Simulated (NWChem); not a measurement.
System: SiH cation, singlet

Results from NWChem. Low-valent species are run as closed-shell singlets; no triplet was tried in these runs. The geometry was optimised at PBE0-D3(BJ)/def2-TZVP. Level: M05-2X/def2-SVP with SMD (1 M gas to 1 M solution), gas-phase geometry. Reactions with the solvent are ignored.

Question: Estimate the computed values for solvent acetonitrile. Quantities: solvation free energy (kcal/mol); cavity-dispersion-structure term (kcal/mol).

Answer: 
```
Property                                     Result
-------------------------------------------  ------
solvation free energy (kcal/mol)              -67.3
cavity-dispersion-structure term (kcal/mol)    -0.5
```
